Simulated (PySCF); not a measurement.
Vertical excitations of a molecule CH₁₁NOSi₃ from TDA-PBE/def2-SVPD run with PySCF, as energy in eV (oscillator strength): 4.14 (0.019), 4.86 (0.008), 5.10 (0.000), 5.20 (0.013), 5.51 (0.052), 5.65 (0.010). Lowest triplet (TDA): 4.01 eV. Coordinates come from a B3LYP-D3(BJ)/def2-SVP optimisation. One conformer was computed; it need not be the lowest.

Problem. Identify the compound among the candidates.
(A) N[Si@H](C[SiH3])O[SiH3]
(B) O[SiH2]NC([SiH3])[SiH3]
(C) [SiH3]NC[SiH2]O[SiH3]
(D) O[Si@@H]([SiH3])CN[SiH3]

Solution. D, O[Si@@H]([SiH3])CN[SiH3]
